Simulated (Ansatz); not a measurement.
Frontier orbitals of C2H12N2O2Si2 (`CO[Si@@H](N)[Si@@H](N)OC`).

```xyz
20

C    -2.181    0.914   -2.031
O    -1.970    1.100   -0.651
Si   -1.141    0.017    0.284
N    -1.279    0.394    1.950
Si    1.141   -0.017   -0.284
N     1.279   -0.394   -1.950
O     1.970   -1.100    0.651
C     2.181   -0.914    2.031
H    -2.796    1.737   -2.398
H    -1.236    0.907   -2.586
H    -2.710   -0.027   -2.232
H    -1.775   -1.325    0.092
H    -2.160    0.259    2.420
H    -0.805    1.205    2.316
H     1.775    1.325   -0.092
H     2.161   -0.259   -2.420
H     0.805   -1.205   -2.316
H     2.710    0.027    2.232
H     1.236   -0.907    2.586
H     2.796   -1.737    2.398
```

The species carries charge 0 and has multiplicity 1. The structure was optimised at the PBE0-D4/def2-TZVP level. It is one conformer, not always the lowest. Basis def2-TZVPP, Ansatz.

Orbital energies of one run (eV). Highest occupied ones, from the top: -8.17, -9.18, -9.24, -9.65, -9.99, -10.23, -10.48, -11.84, -11.93, -13.68, -13.91, -14.03, -14.06, -14.29. Empty: 0.92, 1.64, 2.04, 2.66, 2.78, 3.20.

Task: Which functional gave them?
A. ωB97X-V
B. r2SCAN
C. r2SCAN0
D. CAM-B3LYP

Result: D. HOMO energies: CAM-B3LYP -8.17, ωB97X-V -9.13, r2SCAN -5.78, r2SCAN0 -7.00 eV.
